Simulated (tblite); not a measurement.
Compound: C3H12N2SSi.
Cartesian coordinates in Å at the GFN2-xTB level; atoms count from 1:
```
atom  x, y, z in Å
C1    -1.0315    0.9075    0.8823
C2    -0.3813   -0.1442   -0.0163
C3    -1.2962   -0.5372   -1.1973
N4    -2.5028   -1.2575   -0.8505
N5     0.8880    0.3141   -0.5350
Si6    2.3670    0.0999    0.2923
S7     3.8820    0.9281   -0.9849
H8    -0.3556    1.1677    1.6934
H9    -1.9568    0.5332    1.3139
H10   -1.2509    1.8074    0.3104
H11   -0.1725   -1.0396    0.5806
H12   -0.7171   -1.1668   -1.8786
H13   -1.5904    0.3668   -1.7391
H14   -2.2751   -2.1117   -0.3528
H15   -3.0971   -0.6962   -0.2504
H16    0.7753    1.1115   -1.1459
H17    2.5836   -1.3363    0.4352
H18    2.5771    0.8045    1.5553
H19    3.5445    0.2578   -2.0745
```

Level: GFN2-xTB in tblite, geometry and Hessian alike; calculated harmonic values, unscaled, isolated species. Against measured fundamentals such values can be off by several per cent, at times by over 20. Modes of hydrogen on silicon and sulfur can be 10 to 20 % off. One conformer, not necessarily the lowest.

Harmonic wavenumbers (cm⁻¹): 42.7, 57.2, 75.2, 107.3, 129.4, 193.3, 215.7, 251.7, 310.6, 357.4, 439.2, 452.3, 502.8, 504.9, 530.1, 587.8, 682.7, 758.9, 797.7, 840.0, 875.9, 897.3, 960.9, 1009.5, 1016.8, 1111.5, 1123.0, 1155.5, 1170.0, 1249.3, 1309.3, 1314.0, 1330.4, 1380.1, 1403.6, 1476.8, 1489.6, 1499.9, 1570.7, 2256.1, 2292.1, 2480.3, 2923.8, 2953.3, 2965.3, 3024.9, 3029.7, 3039.9, 3387.8, 3419.8, 3422.6.

A = 4237, B = 663.4, C = 622.3 MHz; mass 136.049 u (most abundant isotopes); point group C1, symmetry number 1.

Question: What is the zero-point energy?

Answer: Half the sum of the wavenumbers: 33188 cm⁻¹ = 397.02 kJ/mol.

Question: Give the ideal-gas entropy at 273.15 K and 1 bar in the rigid-rotor, harmonic-oscillator model (classical rotation).

Answer: Translation 168.31, rotation 122.75, vibration 131.81: S = 422.9 J/(mol K).

Question: And Cp and H(273.15 K) − H(0)?

Answer: Cp = 161.08 J/(mol K), of which vibrations give 127.82 (their classical limit is 51 R = 424.0); H(273.15 K) − H(0) = 27.56 kJ/mol without the zero-point energy, 18.47 from vibrations.

Question: Blend soft modes into free rotors: weight 1/[1 + (100 cm⁻¹/ν̃)⁴] for the oscillator and the rest for a rotor with moment μB/(μ + B), μ = h/(8π²ν), B = 10⁻⁴⁴ kg m². What vibrational entropy results?

Answer: 118.91 J/(mol K) in place of 131.81, which changes −T·S at 273.15 K by +3.52 kJ/mol.

Question: What must be added to the electronic energy to get the Gibbs energy at 273.15 K and 1 bar?

Answer: ZPE + [H(273.15 K) − H(0)] − T·S = 397.02 + 27.56 − 115.51 = 309.07 kJ/mol.

Hindered rotation and anharmonicity are outside this model. Other conformers, if any are populated, would add a mixing term that is left out. The structure is chiral; the term R ln 2 for an equal mix with its mirror image is left out.
